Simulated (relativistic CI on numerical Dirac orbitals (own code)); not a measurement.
Radial parameters of Gd59+

Method of calculation: Dirac-Coulomb-Breit CI, separate exchange-only KLI orbitals for each configuration, model QED (radiative potential, 1s self-energy scaled to tabulated hydrogen-like ionisation energies), unscaled Slater integrals (own radial code, finite nucleus).

Slater integrals F^k, G^k are unscaled and averaged over j, outside the closed core 1s2; ζ comes from projecting the Hamiltonian with its Breit term on Σ l·s of the shell.

- 2s2.2p: ζ(2p) = 4.1056e+06 cm⁻¹; <r>(2p) = 0.0775, <r^2>(2p) = 0.007295 (bohr units).
- 2s.2p2: F^2(2p,2p) = 1.2189e+06, G^1(2s,2p) = 1.2947e+06, ζ(2p) = 4.093e+06 cm⁻¹; <r>(2s) = 0.08871, <r^2>(2s) = 0.009307, <r>(2p) = 0.07756, <r^2>(2p) = 0.007304 (bohr units).
- 2p3: F^2(2p,2p) = 1.2173e+06, ζ(2p) = 4.0806e+06 cm⁻¹; <r>(2p) = 0.07766, <r^2>(2p) = 0.007324 (bohr units).

Averages of the first 10 configurations, taken without configuration mixing, which lowers the lowest level and can move excited configurations by several eV; other configurations of the list can lie among them:

```
Configuration  Parity  States  Average energy above the lowest level (eV)
       2s2.2p     odd       6                                       513.3
       2s.2p2    even      30                                      1219.8
          2p3     odd      20                                      1979.6
       2p2.3s    even      30                                      9013.4
       2p2.3p     odd      90                                      9224.8
       2p2.3d    even     150                                      9386.9
       2s2.3s    even       2                                      7614.1
       2s2.3p     odd       6                                      7835.0
       2s2.3d    even      10                                      7997.1
     2s.2p.3s     odd      24                                      8286.9
```
